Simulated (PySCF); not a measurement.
# Two-component Hartree-Fock for Zn³⁺ (zinc, charge +3)

Start: [Ar] 3d9; 3d3/2 filled at m_j = -3/2, -1/2, +1/2, +3/2; 3d5/2 filled at m_j = -3/2, -1/2, +1/2, +3/2, +5/2. Calculated with PySCF 2.14 in x2c-SVPall-2c with one added diffuse shell each of s, d type (6s5p4d1f, 48 functions): generalised Hartree-Fock with the X2C-1e Hamiltonian and a Gaussian nucleus; one run each with spin-orbit coupling (SO) switched off, then screened by Boettger's factors. This is a chosen level, not necessarily the ground level.

```csv
spinor shell,electrons,"ε, spin-free (eV)","ε, screened SO (eV)",weight of nominal j (screened SO),"rms radius, screened SO (bohr)"
1s1/2,2,-9771.0,-9770.9,1.000,0.0581
2s1/2,2,-1277.1,-1277.1,1.000,0.245
2p1/2,2,-1109.1,-1125.8,0.999,0.217
2p3/2,4,-1109.1,-1100.9,1.000,0.220
3s1/2,2,-200.05,-200.04,1.000,0.730
3p1/2,2,-147.55,-151.01,0.952,0.768
3p3/2,4,-147.55,-145.83,0.976,0.775
3d3/2,4,-63.266,-63.984,0.826,0.907
3d5/2,5,-63.266,-62.702,0.861,0.916
```

```
   quantity    spin-free  screened SO
E (hartree)  -1791.67221  -1791.71714
        M_J          5/2          5/2
       ⟨J²⟩        8.753        8.753
       ⟨L²⟩        6.002        6.003
       ⟨S²⟩        0.750        0.752
```

Each row is a mean over spinors that exchange with the open shell spreads, by up to 7.969 eV (3p3/2).

Rows whose weight is well below 1 are mixtures of j = l ± 1/2: exchange outweighs spin-orbit coupling there, and the label is only the starting occupation.

Without spin-orbit coupling the j labels of p, d and f shells carry no meaning; the spin-free column gives the mean over the occupied spinors of each nl shell.
